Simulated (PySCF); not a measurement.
## Electron correlation in Sr (strontium, neutral)

[Kr] 5s1 6s1, high-spin 3S determinant (an excited configuration). All numbers are calculated (PySCF 2.14, the spin-free X2C one-electron Hamiltonian (Gaussian nucleus), in aug-cc-pwCVTZ-X2C with one added diffuse shell each of s, p, d, f type (11s10p8d4f, 109 functions)). Frozen: [Ar] 3d10; 10 electrons correlated.

| level | correlation energy (mhartree) |
| --- | --- |
| CCSD | -214.96 |
| (T) | -6.11 |
| CCSD(T) | -221.07 |

Diagnostics: T1 = 0.021, D1 = 0.0926, largest double amplitude 0.045.

The outer electron is Rydberg-like, and this basis confines it to a smaller radius and binds it less than a complete one would.

Cost of the coupled-cluster step: about 100 core-seconds, for 10 correlated electrons.

Iterations:

```
CC2 = 0
CCSD nocc = (np.int64(6), np.int64(4)), nmo = (95, 95)
frozen orbitals [[0, 1, 2, 3, 4, 5, 6, 7, 8, 9, 10, 11, 12, 13], [0, 1, 2, 3, 4, 5, 6, 7, 8, 9, 10, 11, 12, 13]]
max_cycle = 100
direct = 0
conv_tol = 1e-08
conv_tol_normt = 1e-06
diis_space = 8
diis_start_cycle = 0
Init t2, MP2 energy = -0.199699184554884
Init E_corr(UCCSD) = -0.19969918460792
cycle = 1  E_corr(UCCSD) = -0.210991711011213  dE = -0.0112925264  norm(t1,t2) = 0.0540662
cycle = 2  E_corr(UCCSD) = -0.213806229038864  dE = -0.00281451803  norm(t1,t2) = 0.0259149
cycle = 3  E_corr(UCCSD) = -0.215332673184476  dE = -0.00152644415  norm(t1,t2) = 0.0162714
cycle = 4  E_corr(UCCSD) = -0.214948240751646  dE = 0.000384432433  norm(t1,t2) = 0.00338168
cycle = 5  E_corr(UCCSD) = -0.214930469009752  dE = 1.77717419e-05  norm(t1,t2) = 0.00107972
cycle = 6  E_corr(UCCSD) = -0.214964082285296  dE = -3.36132755e-05  norm(t1,t2) = 0.000234443
cycle = 7  E_corr(UCCSD) = -0.214963200422045  dE = 8.81863251e-07  norm(t1,t2) = 6.97693e-05
cycle = 8  E_corr(UCCSD) = -0.214963025050281  dE = 1.75371764e-07  norm(t1,t2) = 5.11345e-05
cycle = 9  E_corr(UCCSD) = -0.214962437506807  dE = 5.87543474e-07  norm(t1,t2) = 7.74443e-05
cycle = 10  E_corr(UCCSD) = -0.214962576328444  dE = -1.38821637e-07  norm(t1,t2) = 8.27621e-06
cycle = 11  E_corr(UCCSD) = -0.214962641111856  dE = -6.47834121e-08  norm(t1,t2) = 3.35565e-06
cycle = 12  E_corr(UCCSD) = -0.214962646804228  dE = -5.69237221e-09  norm(t1,t2) = 1.3406e-06
cycle = 13  E_corr(UCCSD) = -0.214962645823927  dE = 9.80301978e-10  norm(t1,t2) = 5.17306e-07
UCCSD converged
E(UCCSD) = -3177.465338572835  E_corr = -0.2149626458239265
UCCSD(T) correction = -0.00611228345089924
```
